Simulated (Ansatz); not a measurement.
CH6BNOSi, relaxed with RKS PBE0-D4/def2-TZVP in Ansatz 0.2.0 from a PBE-D4/def2-SVP geometry. The force threshold is 0.005 eV/Å; the program also tests the step.

The species carries charge 0 and has multiplicity 1. The bonds changed during the relaxation, so this is another structure than the one it started from.

Start:

```xyz
11

N     0.048    1.145   -0.954
C     0.458   -0.139   -0.756
O     0.879   -0.784   -1.860
B     0.512   -0.859    0.595
Si   -0.714   -0.305    1.904
H    -0.383    1.423   -1.843
H    -0.280    1.649   -0.125
H     0.943   -0.168   -2.621
H     1.231   -1.829    0.727
H    -0.943   -0.908    3.262
H    -1.751    0.775    1.672
```

```csv
step,energy (eV),largest force (eV/Å),largest move (Å)
1,-13217.0708,0.704,0.000
2,-13217.1155,0.228,0.039
3,-13217.1189,0.112,0.016
4,-13217.1197,0.049,0.014
5,-13217.1199,0.014,0.004
6 (rejected),-13217.1198,0.065,0.012
7,-13217.1200,0.019,0.006
8 (rejected),-13217.1199,0.014,0.006
9,-13217.1200,0.003,0.003
```

End:

```xyz
11

N     0.040    1.131   -0.937
C     0.451   -0.137   -0.740
O     0.862   -0.768   -1.841
B     0.515   -0.855    0.595
Si   -0.703   -0.301    1.879
H    -0.384    1.396   -1.815
H    -0.284    1.628   -0.123
H     0.936   -0.165   -2.591
H     1.222   -1.809    0.714
H    -0.945   -0.899    3.217
H    -1.710    0.778    1.642
```

Hardware: 4 threads of an Arm Neoverse V2 on a shared host. Wall time 25 s, peak host memory 0.47 GiB.
